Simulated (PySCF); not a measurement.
boric acid (BH3O3), SMILES OB(O)O.

The structure is a stationary point at TPSSh-D3(BJ)/def2-SVP. One conformer was computed; it need not be the lowest.

Two levels are set side by side: TDDFT-PBE/def2-SVPD (PySCF) and TDDFT-LC-ωPBE/def2-SVPD (PySCF). Vertical, same geometry. The lowest singlet is HOMO→LUMO 100 % with PBE and HOMO−1→LUMO 79 % with the other functional; states are paired by order. Differences are taken from unrounded values.

```json
[
 {"quantity": "lowest singlet excitation (eV)", "TDDFT-PBE": "6.43"},
 {"quantity": "lowest triplet excitation (TDA) (eV)", "TDDFT-PBE": "6.32"},
 {"quantity": "first bright state (f over 0.05) (eV)", "TDDFT-PBE": "8.89"},
 {"quantity": "its oscillator strength", "TDDFT-PBE": "0.08"}
]
```

Task: These are the TDDFT-PBE values. What does TDDFT-LC-ωPBE give? (Estimate from the structure and the level; the computed values follow.)

Result: 
```csv
quantity,TDDFT-LC-ωPBE,TDDFT-PBE minus TDDFT-LC-ωPBE
lowest singlet excitation (eV),8.21,-1.78
lowest triplet excitation (TDA) (eV),7.88,-1.56
first bright state (f over 0.05) (eV),9.41,-0.53
its oscillator strength,0.08,0.01
```

Functionals without exact exchange tend to place singlet excitations lower, as here. Differences between two approximate levels are no errors against the true value.

Rough cost on one machine, each run with all the roots and properties that it gave: TDDFT-LC-ωPBE against TDDFT-PBE about 10 times.
